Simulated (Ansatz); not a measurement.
Abridged output of a molecular run in Ansatz:

```
Functional definition: HF
1522 factors; integrals over basis functions are off by at most 8.0e-4 eV
mean field evaluation 1: about -76839.6236 eV, gradient 5.3e1 eV
mean field evaluation 2: about -76839.8457 eV, gradient 5.3e1 eV
mean field evaluation 4: about -76844.9844 eV, gradient 3.7e0 eV
mean field evaluation 8: about -76845.0463 eV, gradient 3.3e-1 eV
mean field -76845.04677822 eV, -2824.0033816562 hartree, gradient 5.0e-6 eV, S^2 0.000000; 0 other end points of the search recorded, 0 dependent functions left out
21 core orbitals not correlated: weight in the atoms' cores, before any rotation towards them, 1.000 or more for the frozen orbitals, at most 0.000 for the correlated occupied ones
reference -76845.04677822 eV, -2824.0033816562 hartree; 20, 20 occupied and 209, 209 virtual orbitals, 1522 factors
second order -27.45228161 eV of doubles, -0.00000000 eV of singles
cycle   1  -27.31388358 eV  change    1.4e-1 eV  update   1.3e-1
cycle   2  -28.07673567 eV  change   -7.6e-1 eV  update   3.9e-2
cycle   3  -28.24581703 eV  change   -1.7e-1 eV  update   2.0e-2
cycle   4  -28.22524538 eV  change    2.1e-2 eV  update   4.6e-3
cycle   5  -28.22229248 eV  change    3.0e-3 eV  update   2.2e-3
cycle   6  -28.22359069 eV  change   -1.3e-3 eV  update   6.3e-4
cycle   7  -28.22331516 eV  change    2.8e-4 eV  update   2.5e-4
cycle   8  -28.22325622 eV  change    5.9e-5 eV  update   7.3e-5
cycle   9  -28.22329174 eV  change   -3.6e-5 eV  update   2.8e-5
perturbative correction -1.09036788 eV, -0.0400702807 hartree
Total energy: -76874.36043785 eV, -2825.0806387780 hartree
```

Its atoms:

```xyz
9

O     0.555   -1.474    1.815
Ga   -0.607   -0.184    1.478
Cl   -1.995    0.381    2.959
O    -0.640    0.654   -0.077
Si    0.189    0.588   -1.484
H     1.142   -1.653    1.075
H     1.251   -0.461   -1.415
H    -0.732    0.253   -2.599
H     0.837    1.897   -1.751
```

(1) Which basis set was used?
A. def2-QZVPP
B. def2-SVP
C. cc-pV(Q+d)Z
D. def2-TZVPP

(2) Write the keys of the input that set method, charge and spin (a neutral closed shell needs none for the last two).

Results:

(1) D. It gives 250 functions.

(2) 
```yaml
correlation: {method: ccsd_t}
```
